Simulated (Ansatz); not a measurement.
Basis-set series for C₇H₉N (`CNc1ccccc1`). Charge 0, multiplicity 1. Geometry: relaxed with PBE0-D4/def2-TZVP. It is one conformer, not always the lowest.

Cartesian coordinates in Å:
```
C -1.7730 -0.4061 -1.9106
N -0.8789 -1.0887 -1.0176
C -0.0844 -0.3994 -0.1276
C 0.1216 0.9788 -0.2321
C 0.9632 1.6300 0.6576
C 1.6085 0.9391 1.6692
C 1.3998 -0.4308 1.7810
C 0.5693 -1.0927 0.8993
H -1.2143 0.1818 -2.6445
H -2.3556 -1.1450 -2.4607
H -2.4687 0.2710 -1.3945
H -1.1975 -1.9826 -0.6864
H -0.3741 1.5458 -1.0097
H 1.1089 2.6998 0.5548
H 2.2617 1.4555 2.3617
H 1.8924 -0.9922 2.5673
H 0.4211 -2.1643 0.9927
```

```tsv
functional	basis	functions	energy (Eh)	HOMO (eV)	LUMO (eV)
PBE0-D4	def2-TZVPP	374	-326.65305	-5.69	0.01
PBE0-D4	def2-QZVPP	726	-326.67052	-5.72	-0.05
ωB97M-V	def2-TZVPP	374	-326.88944	-7.73	1.98
ωB97M-V	def2-QZVPP	726	-326.90589	-7.76	1.70
```

(1) Give the rows for def2-SVP. (Best estimate.)

Results:

(1) The calculation gave: 
```json
{"functional": "PBE0-D4", "basis": "def2-SVP", "functions": "157", "energy (Eh)": "-326.30385", "HOMO (eV)": "-5.60", "LUMO (eV)": "0.20"}
{"functional": "ωB97M-V", "basis": "def2-SVP", "functions": "157", "energy (Eh)": "-326.52434", "HOMO (eV)": "-7.64", "LUMO (eV)": "2.26"}
```

Positive LUMOs are unbound and depend on the basis.

Computed with Ansatz.
